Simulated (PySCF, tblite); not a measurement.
Isomers of C3H9NSSi, one GFN2-xTB conformer each. Single-point energies are computed at PBE0/pcSseg-1 (PySCF, gas phase, no added dispersion term), electronic only.

| SMILES | GFN2-xTB relative energy (kJ/mol) |
| --- | --- |
| S[SiH2]NC1CC1 | 51.8 |
| C=C(C)S[SiH2]N | 81.8 |
| S[Si@H]1CCCN1 | 0.0 |

Conformers: `[SH:1][SiH2:2][NH:3][CH:4]1[CH2:5][CH2:6]1` with H–S1–Si2–N3 -56°, S1–Si2–N3–C4 175°, Si2–N3–C4–C5 -70°; `[CH2:1]=[C:2]([CH3:3])[S:4][SiH2:5][NH2:6]` with C1–C2–S4–Si5 13°, C2–S4–Si5–N6 167°, S4–Si5–N6–H 171° and 26°; `[SH:1][Si@H:2]1[CH2:3][CH2:4][CH2:5][NH:6]1` with H–S1–Si2–C3 72°, S1–Si2–C3–C4 142°, Si2–C3–C4–C5 -40°, C3–C4–C5–N6 40°, C4–C5–N6–Si2 -19°.

What does PBE0/pcSseg-1 give for the same structures?

```
        SMILES  PBE0/pcSseg-1 E (Eh)  PBE0/pcSseg-1 (kJ/mol)  GFN2-xTB (kJ/mol)  point group
 S[Si@H]1CCCN1            -861.70919                     0.0                0.0           C1
C=C(C)S[SiH2]N            -861.67135                    99.4               81.8           C1
 S[SiH2]NC1CC1            -861.66456                   117.2               51.8           C1
```

Both levels put the same isomer lowest; measured from each level's own lowest isomer, the values differ by up to 65.4 kJ/mol (S[SiH2]NC1CC1: 51.8 against 117.2). As drawn, the lowest has an Si–C bond, which the highest lacks; the highest has a three-membered ring, which the lowest lacks.

Which frontier levels, dipoles and rotational constants go with these structures?

| SMILES | HOMO (eV, PBE0/pcSseg-1) | LUMO (eV) | dipole (D) | A, B, C (MHz) |
| --- | --- | --- | --- | --- |
| S[Si@H]1CCCN1 | -6.71 | 0.75 | 1.73 | 5027, 1450, 1268 |
| C=C(C)S[SiH2]N | -6.39 | 0.04 | 1.12 | 5564, 1246, 1046 |
| S[SiH2]NC1CC1 | -7.11 | 0.53 | 2.44 | 6950, 973.1, 926.7 |

What happens when harmonic zero-point energies from GFN2-xTB frequencies are added?

```json
{"SMILES": "S[Si@H]1CCCN1", "ZPE (kJ/mol)": "305.6", "electronic (kJ/mol)": "0.0", "with ZPE (kJ/mol)": "0.0"}
{"SMILES": "C=C(C)S[SiH2]N", "ZPE (kJ/mol)": "294.7", "electronic (kJ/mol)": "99.4", "with ZPE (kJ/mol)": "88.5"}
{"SMILES": "S[SiH2]NC1CC1", "ZPE (kJ/mol)": "294.6", "electronic (kJ/mol)": "117.2", "with ZPE (kJ/mol)": "106.2"}
```

The zero-point energies span 11.0 kJ/mol. The order is unchanged.
